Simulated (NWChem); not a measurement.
System: C3H5BN2; SMILES N1C=NB(C=1)C

NWChem input:

```
start job
memory heap 200 mb stack 900 mb global 1100 mb
geometry units angstroms
  C      2.318403    -0.015927     0.061246
  B      0.768102    -0.002281     0.016297
  C     -0.312828     1.196003    -0.213670
  N     -1.484865     0.696584    -0.162519
  C     -1.301651    -0.708605     0.087343
  N     -0.125534    -1.158383     0.199155
  H      2.634060    -0.104593     1.102321
  H      2.728421    -0.889848    -0.440823
  H      2.784573     0.877854    -0.344878
  H     -0.202140     2.254054    -0.393530
  H     -2.192784    -1.313764     0.168529
end
basis spherical
  * library def2-svp
end
dft
  xc pbe0
  iterations 150
end
driver
  maxiter 120
end
task dft optimize
task dft freq
```

Output (shortened):

```
             Northwest Computational Chemistry Package (NWChem) 7.3.0
             --------------------------------------------------------

 C1  symmetry detected

                             Geometry "geometry" -> ""
                             -------------------------

 Output coordinates in angstroms (scale by  1.889725989 to convert to a.u.)

  No.       Tag          Charge          X              Y              Z
 ---- ---------------- ---------- -------------- -------------- --------------
    1 C                    6.0000     0.08437896    -2.25721468    -0.00520336
    2 B                    5.0000     0.02313479    -0.70741191    -0.00579011
    3 C                    6.0000     1.18396910     0.43696206     0.00134786
    4 N                    7.0000     0.62160711     1.58127044    -0.00236827
    5 C                    6.0000    -0.79386512     1.32244273    -0.00132907
    6 N                    7.0000    -1.19301354     0.12297186     0.00055172
    7 H                    1.0000    -0.16242127    -2.61332183     0.99660276
    8 H                    1.0000    -0.66888777    -2.69051287    -0.66000704
    9 H                    1.0000     1.05748929    -2.66552951    -0.26487804
   10 H                    1.0000     2.26155859     0.38335490     0.00208451
   11 H                    1.0000    -1.45046535     2.18023213    -0.00102839

 Effective nuclear repulsion energy (a.u.)     195.9397530243

                                Z-matrix (autoz)
                                --------

 Units are Angstrom for bonds and degrees for angles

      Type          Name      I     J     K     L     M      Value
      ----------- --------  ----- ----- ----- ----- ----- ----------
    1 Stretch                  1     2                       1.55101
    2 Stretch                  1     7                       1.09148
    3 Stretch                  1     8                       1.08808
    4 Stretch                  1     9                       1.08678
    5 Stretch                  2     3                       1.63009
    6 Stretch                  2     6                       1.47261
    7 Stretch                  3     4                       1.27503
    8 Stretch                  3    10                       1.07892
    9 Stretch                  4     5                       1.43894
   10 Stretch                  5     6                       1.26414
   11 Stretch                  5    11                       1.08024
   12 Bend                     1     2     3               132.32725
   13 Bend                     1     2     6               126.58768
   14 Bend                     2     1     7               108.50720
   15 Bend                     2     1     8               111.73702
   16 Bend                     2     1     9               114.24774
   17 Bend                     2     3     4               108.41838
   18 Bend                     2     3    10               132.56087
   19 Bend                     2     6     5               105.91872
   20 Bend                     3     2     6               101.08261
   21 Bend                     3     4     5               105.80887
   22 Bend                     4     3    10               119.01942
   23 Bend                     4     5     6               118.76834
   24 Bend                     4     5    11               117.07008
   25 Bend                     6     5    11               124.16154
   26 Bend                     7     1     8               105.41991
   27 Bend                     7     1     9               107.40910
   28 Bend                     8     1     9               109.05464
   29 Torsion                  1     2     3     4         179.99827
   30 Torsion                  1     2     3    10           0.43512
   31 Torsion                  1     2     6     5         179.94886
   32 Torsion                  2     3     4     5           0.41034
   33 Torsion                  2     6     5     4          -0.28050
   34 Torsion                  2     6     5    11         179.79622
   35 Torsion                  3     2     1     7         104.22763
   36 Torsion                  3     2     1     8        -139.96711
   37 Torsion                  3     2     1     9         -15.56145
   38 Torsion                  3     2     6     5           0.46302
   39 Torsion                  3     4     5     6          -0.11074
   40 Torsion                  3     4     5    11         179.81797
   41 Torsion                  4     3     2     6          -0.56014
   42 Torsion                  5     4     3    10        -179.95762
   43 Torsion                  6     2     1     7         -75.08987
   44 Torsion                  6     2     1     8          40.71539
   45 Torsion                  6     2     1     9         165.12105
   46 Torsion                  6     2     3    10         179.87670

                           NWChem Geometry Optimization
                           ----------------------------

 maximum gradient threshold         (gmax) =   0.000450
 rms gradient threshold             (grms) =   0.000300
 maximum cartesian step threshold   (xmax) =   0.001800
 rms cartesian step threshold       (xrms) =   0.001200
 fixed trust radius                (trust) =   0.300000
 source of zmatrix                         =   autoz

          -------------------
          Energy Minimization
          -------------------

 Using diagonal initial Hessian
 Scaling for Hessian diagonals: bonds = 1.00  angles = 0.25  torsions = 0.10

          --------
          Step   0

[...]

      ----------------------
      Optimization converged
      ----------------------

  Step       Energy      Delta E   Gmax     Grms     Xrms     Xmax
  ---- ---------------- -------- -------- -------- -------- --------
@   24    -251.16150613 -7.3D-08  0.00004  0.00001  0.00036  0.00094
                                     ok       ok       ok       ok

                                Z-matrix (autoz)
                                --------

 Units are Angstrom for bonds and degrees for angles

[...]

 Rotational Constants
 --------------------
 A=   0.271557 cm-1  (  0.390701 K)
 B=   0.111469 cm-1  (  0.160375 K)
 C=   0.080193 cm-1  (  0.115377 K)

 Temperature                      =   298.15K
 frequency scaling parameter      =   1.0000

 Zero-Point correction to Energy  =   51.578 kcal/mol  (  0.082194 au)
 Thermal correction to Energy     =   55.404 kcal/mol  (  0.088292 au)
 Thermal correction to Enthalpy   =   55.996 kcal/mol  (  0.089235 au)

 Total Entropy                    =   77.746 cal/mol-K
   - Translational                =   39.037 cal/mol-K (mol. weight =  80.0546)
   - Rotational                   =   25.988 cal/mol-K (symmetry #  =        1)
   - Vibrational                  =   12.721 cal/mol-K

 Cv (constant volume heat capacity) =   20.593 cal/mol-K
   - Translational                  =    2.979 cal/mol-K
   - Rotational                     =    2.979 cal/mol-K
   - Vibrational                    =   14.634 cal/mol-K

[normal modes left out]

 ----------------------------------------------------------------------------
 Normal Eigenvalue ||           Projected Infra Red Intensities
  Mode   [cm**-1]  || [atomic units] [(debye/angs)**2] [(KM/mol)] [arbitrary]
 ------ ---------- || -------------- ----------------- ---------- -----------
    1       -0.000 ||    0.000162           0.004         0.158       0.059
    2       -0.000 ||    0.000370           0.009         0.360       0.135
    3       -0.000 ||    0.000142           0.003         0.138       0.052
    4       -0.000 ||    0.000840           0.019         0.819       0.306
    5        0.000 ||    0.000326           0.008         0.318       0.119
    6        0.000 ||    0.000333           0.008         0.325       0.121
    7       68.545 ||    0.001633           0.038         1.592       0.594
    8      111.439 ||    0.000041           0.001         0.039       0.015
    9      280.022 ||    0.000707           0.016         0.689       0.257
   10      368.102 ||    0.016784           0.387        16.362       6.111
   11      463.157 ||    0.000749           0.017         0.730       0.273
   12      559.299 ||    0.004315           0.100         4.206       1.571
   13      753.775 ||    0.009567           0.221         9.327       3.484
   14      770.628 ||    0.004860           0.112         4.738       1.770
   15      831.514 ||    0.011673           0.269        11.379       4.250
   16      853.637 ||    0.002482           0.057         2.419       0.904
   17      924.430 ||    0.042028           0.970        40.971      15.303
   18      930.522 ||    0.032923           0.760        32.095      11.987
   19     1023.362 ||    0.000548           0.013         0.534       0.199
   20     1115.970 ||    0.108658           2.507       105.925      39.563
   21     1204.469 ||    0.049834           1.150        48.581      18.145
   22     1285.287 ||    0.002581           0.060         2.516       0.940
   23     1340.484 ||    0.012201           0.281        11.894       4.442
   24     1362.874 ||    0.308447           7.116       300.689     112.308
   25     1396.638 ||    0.008877           0.205         8.653       3.232
   26     1434.104 ||    0.033552           0.774        32.708      12.216
   27     1650.010 ||    0.115368           2.662       112.466      42.006
   28     1706.308 ||    0.075619           1.745        73.717      27.533
   29     3024.188 ||    0.007786           0.180         7.590       2.835
   30     3123.497 ||    0.005232           0.121         5.100       1.905
   31     3163.386 ||    0.038216           0.882        37.255      13.915
   32     3166.950 ||    0.007639           0.176         7.447       2.781
   33     3183.811 ||    0.001833           0.042         1.787       0.667
 ----------------------------------------------------------------------------
```

Level: PBE0/def2-SVP.
